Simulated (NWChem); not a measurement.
System meant: Si2H3, doublet; SMILES [Si][SiH3]

NWChem input:

```
start job
memory heap 200 mb stack 900 mb global 1100 mb
geometry units angstroms noautoz
  Si    -0.019632     1.343620     0.000000
  Si    -0.007592    -1.038093     0.000000
  H     -0.588768    -1.700520     1.213448
  H      1.474885    -1.313956     0.000000
  H     -0.588768    -1.700520    -1.213448
end
basis spherical
  * library def2-svp
end
dft
  odft
  mult 2
  xc xpbe96 cpbe96
  iterations 4
  mulliken
end
task dft energy
```

End of the output:

```
     --------------------------
     Expectation value of S2:
     --------------------------
      <S2> =      0.7534 (Exact =     0.7500)

 center of mass
 --------------
 x =  -0.00895764 y =  -0.14834695 z =   0.00000000

 moments of inertia (a.u.)
 ------------------
         324.790722237101          -0.000000000000           0.000000000000
          -0.000000000000          20.946649441894           0.000000000000
           0.000000000000           0.000000000000         324.539847930224

     Multipole analysis of the density
     ---------------------------------

     L   x y z        total         alpha         beta         nuclear
     -   - - -        -----         -----         ----         -------
     0   0 0 0     -0.000000    -16.000000    -15.000000     31.000000

     1   1 0 0     -0.058390      0.000233     -0.058623      0.000000
     1   0 1 0      0.107210      1.150438     -1.043228     -0.000000
     1   0 0 1     -0.000000     -0.000000     -0.000000      0.000000

     2   2 0 0    -19.756515    -15.827977    -14.190791     10.262254
     2   1 1 0      0.233648      0.276578      0.056714     -0.099645
     2   1 0 1     -0.000000     -0.000000     -0.000000      0.000000
     2   0 2 0    -24.050460   -101.314090    -93.668926    170.932556
     2   0 1 1     -0.000000     -0.000000      0.000000      0.000000
     2   0 0 2    -22.692916    -19.218761    -13.990625     10.516470

 ------------------------------------------------------------------------
 dft energy failed                                                                                  0
 ------------------------------------------------------------------------
 ------------------------------------------------------------------------
  current input line :
    20: task dft energy
 ------------------------------------------------------------------------
 ------------------------------------------------------------------------
 This type of error is most commonly associated with calculations not reaching convergence criteria
 ------------------------------------------------------------------------
 For more information see the NWChem manual at https://nwchemgit.github.io

0:dft energy failed:Received an Error in Communication
```

### Question
Find the fault in this run and fix the input.

### Answer
The run did not converge; its last values are not results. Cause: the SCF was allowed too few iterations. This input runs:
```
start job
memory heap 200 mb stack 900 mb global 1100 mb
geometry units angstroms noautoz
  Si    -0.019632     1.343620     0.000000
  Si    -0.007592    -1.038093     0.000000
  H     -0.588768    -1.700520     1.213448
  H      1.474885    -1.313956     0.000000
  H     -0.588768    -1.700520    -1.213448
end
basis spherical
  * library def2-svp
end
dft
  odft
  mult 2
  xc xpbe96 cpbe96
  iterations 150
  mulliken
end
task dft energy
```
It converges to -580.19251 Ha (PBE/def2-SVP, spin-unrestricted).
